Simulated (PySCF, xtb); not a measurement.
Cd(H)(SiH3) (CdH4Si), SMILES [SiH3][CdH].

GFN2-xTB (xtb 6.7.1) at its own geometry gives an orbital gap of 4.15 eV and a dipole moment of 1.97 D.

The structure is a stationary point at B3LYP-D3(BJ)/def2-TZVP. The def2 effective core potentials stand for the cores of Cd; spin–orbit coupling is left out.

Task: What does PySCF with ωB97X/def2-TZVPD give? (The exact figures need the calculation; the answer reports its results.)

Result: gap 9.92 eV (levels -9.31 and 0.61 eV), dipole 0.23 D.
